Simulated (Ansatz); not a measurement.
A structure relaxed at PBE0-D4/def2-TZVP, charge 0, multiplicity 1:

Cartesian coordinates in Å:
```
O 1.0679 -0.0420 1.4975
Mo -0.1150 -0.0314 0.0834
O -1.1404 0.6449 -1.2915
O -0.5528 -1.8217 -0.0109
F -1.5185 0.1914 1.2496
F 0.5633 1.7562 -0.0138
F 1.2357 -0.5256 -1.1079
H 1.5799 0.7436 1.7201
H -1.0362 1.5574 -1.5839
H -0.0838 -2.4726 -0.5426
```

(1) Give its formula and SMILES.

(2) Point group (tolerance 0.08 Å, 0.16 Å for H)?

(3) Summarise the bond lengths by kind.

Results:

(1) F3H3MoO3, `[OH][Mo]([OH])([OH])([F])([F])[F]`.

(2) Cs.

(3) 3 × Mo–O 1.844 to 1.846 Å; 3 × H–O 0.962 to 0.964 Å; 3 × F–Mo 1.838 to 1.914 Å.

Program: Ansatz 0.2.0.
